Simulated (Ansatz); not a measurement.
Reactions of `N[Si](F)(F)[SiH3]`.

Isolated molecules relaxed with PBE0-D4/def2-TZVP in Ansatz; ΔE leaves out vibrations. CCSD(T)/CBS is the MP2 limit (def2-TZVPP, def2-QZVPP) plus CCSD(T) − MP2 in def2-TZVPP, frozen cores. This one scheme is used for every species. For Br, Mg outer-core shells are correlated without core-valence functions, which leaves a few kJ/mol of doubt a bond. Scalar relativity is left out up to krypton. One conformer a species, not always the lowest.

| reaction | CCSD(T)/CBS(def2) (kcal/mol) |
| --- | --- |
| `N[Si](F)(F)[SiH3]` + HCl → `N[Si](F)([SiH3])Cl` + H–F | 11.0 |
| `N[Si](F)(F)[SiH3]` + `C[SiH2]N` → `N[SiH2]C[Si](N)(F)F` + SiH₄ | -9.8 |
| `N[Si](F)(F)[SiH3]` + `BN[SiH3]` → `BN([SiH3])[SiH3]` + `N[SiH](F)F` | -12.6 |
| `N[Si](F)(F)[SiH3]` + `O[Si]Br` → `[SiH3]O[Si]Br` + `N[SiH](F)F` | -26.4 |
| `N[Si](F)(F)[SiH3]` + `CCCO` → `OCCC[SiH3]` + `N[SiH](F)F` | -0.7 |
| `N[Si](F)(F)[SiH3]` + `C[S][Mg][OH]` → `C[S][Mg][O][SiH3]` + `N[SiH](F)F` | ? |
| `N[Si](F)(F)[SiH3]` + H₂O → `N[Si](O)(F)F` + SiH₄ | ? |
| `N[Si](F)(F)[SiH3]` + `F[SiH](F)S` → `F[SiH](F)S[SiH3]` + `N[SiH](F)F` | -17.9 |
| `N[Si](F)(F)[SiH3]` + H₂ → `N[SiH](F)F` + SiH₄ | ? |

Fill in the missing values. (Estimate.)

Ansatz gave: `N[Si](F)(F)[SiH3]` + `C[S][Mg][OH]` → `C[S][Mg][O][SiH3]` + `N[SiH](F)F`: -32.4 kcal/mol; `N[Si](F)(F)[SiH3]` + H₂O → `N[Si](O)(F)F` + SiH₄: -30.8 kcal/mol; `N[Si](F)(F)[SiH3]` + H₂ → `N[SiH](F)F` + SiH₄: -7.7 kcal/mol.

Largest T1 diagnostic: 0.013, for `BN([SiH3])[SiH3]`.
